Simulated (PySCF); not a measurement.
## A small calculation by hand: chemical shift, span and skew from a shielding tensor

C₃H₆, SMILES C1CC1. Atoms are numbered in the order given.

```xyz
9

C      0.8643     0.0000     0.0000
C     -0.4322    -0.7485     0.0000
C     -0.4322     0.7485     0.0000
H      1.4516     0.0000     0.9097
H      1.4516     0.0000    -0.9097
H     -0.7258    -1.2571    -0.9097
H     -0.7258    -1.2571     0.9097
H     -0.7258     1.2571     0.9097
H     -0.7258     1.2571    -0.9097
```

The structure is a stationary point at PBE0-D3(BJ)/def2-TZVP.

GIAO shieldings from PBE0/pcSseg-1 run with PySCF, non-relativistic, no solvent. The symmetric part of the tensor of C1 has the principal values 161.3, 177.6, 224.0 ppm. The same nucleus in TMS has σ = 186.3 ppm at this level (PySCF, at its B3LYP-D3(BJ)/def2-TZVP geometry).

Question: Work out the isotropic shielding, the ¹³C shift against TMS, the span and the skew.

Answer: 
σ(iso) = (σ11 + σ22 + σ33)/3 = 187.6 ppm. δ = σ(ref) − σ(iso) = 186.3 − (187.6) = -1.3 ppm.
Span Ω = σ33 − σ11 = 62.7 ppm. Skew κ = 3(σ(iso) − σ22)/Ω = 0.48. Tumbling in solution averages the tensor to δ; in a static solid the shielding alone would spread this spin-1/2 line over Ω.
